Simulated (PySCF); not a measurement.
CHO₂, SMILES [O]C=O, multiplicity 2.

The structure is a stationary point at PBE0-D3(BJ)/def2-TZVP. The geometry has at least one imaginary mode, so it is a saddle point at that level. The isomer is the one that the SMILES or the coordinates give; other isomers of the formula were not compared.

Two levels are set side by side: PBE/def2-TZVPD (PySCF) and ωB97X/def2-TZVPD (PySCF). Same geometry, gas phase. Differences are taken from unrounded values.

```json
[
 {"quantity": "α-spin orbital gap (eV)", "PBE": "6.49"},
 {"quantity": "β-spin orbital gap (eV)", "PBE": "1.55"},
 {"quantity": "dipole moment (D)", "PBE": "1.43"},
 {"quantity": "mean polarisability (bohr³)", "PBE": "24.3"}
]
```

### Question
These are the PBE values. What does ωB97X give? (The exact figures need the calculation; the answer reports its results.)

### Answer

| quantity | ωB97X | PBE minus ωB97X |
|---|---|---|
| α-spin orbital gap (eV) | 13.81 | -7.32 |
| β-spin orbital gap (eV) | 8.02 | -6.47 |
| dipole moment (D) | 1.62 | -0.18 |
| mean polarisability (bohr³) | 28.5 | -4.2 |

Rough cost on one machine, each run with all the roots and properties that it gave: ωB97X against PBE within a factor of 2.
